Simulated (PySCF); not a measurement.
Al(Cl)(I)(OH), SMILES [I][Al]([OH])[Cl] (PBE0/def2-SVP optimised geometry):

```
5

Al    -0.474     0.110     0.000
Cl    -1.425     1.964     0.000
I     -1.788    -1.964     0.001
O      1.214     0.110     0.000
H      1.788    -0.657    -0.002
```

Calculation: PBE0/def2-TZVP, def2 effective core potentials past Kr run with PySCF.

### Question
What are the frontier orbital energies and the dipole moment?

### Answer
HOMO-2 -9.31 eV, HOMO-1 -8.25 eV, HOMO -8.08 eV, LUMO -1.24 eV, LUMO+1 -0.81 eV; dipole moment 1.86 D.

On the same geometry PBE/def2-TZVP, def2 effective core potentials past Kr (PySCF) gives HOMO-2 -7.96 eV, HOMO-1 -7.08 eV, HOMO -6.90 eV, LUMO -2.07 eV, LUMO+1 -1.56 eV; dipole moment 1.80 D.
